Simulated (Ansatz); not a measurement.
System: sum formula GaH2Cl, charge 0, multiplicity 1. 
Coordinates optimised at B3LYP-D3(BJ)/def2-TZVP (Ansatz, a quantum-chemistry and plane-wave program):
SMILES: [Cl][GaH2]
```xyz
4

Cl     1.3067    -0.6404     0.0485
Ga    -0.6373     0.3123    -0.0237
H     -0.6084     1.8689    -0.0295
H     -1.8488    -0.6647    -0.0617
```
Charge 0, spin multiplicity 1.

Basis-set convergence of Hartree-Fock and MP2 correlation energies (hartree) with Ansatz. Correlated levels leave the core frozen unless marked. Spin-orbit coupling is left out. Frozen are the shells of the preceding noble gas and the d and f shells that filled before the atom's block. No relativistic terms.

| basis | functions | E(HF) | E(corr, MP2) |
|---|---|---|---|
| def2-SVPD | 81 | -2383.57275 | -0.21479 |
| def2-TZVPPD | 139 | -2383.97276 | -0.27194 |
| def2-QZVPPD | 240 | -2384.02526 | -0.29566 |

Extrapolating the two largest sets (X = 3 and 4) as X^-3: E(corr) = (64·(-0.29566) - 27·(-0.27194))/37 = -0.3130 Eh, an estimate of the basis-set limit. The largest set recovers 94.5 % of it, the smallest 68.6 %.
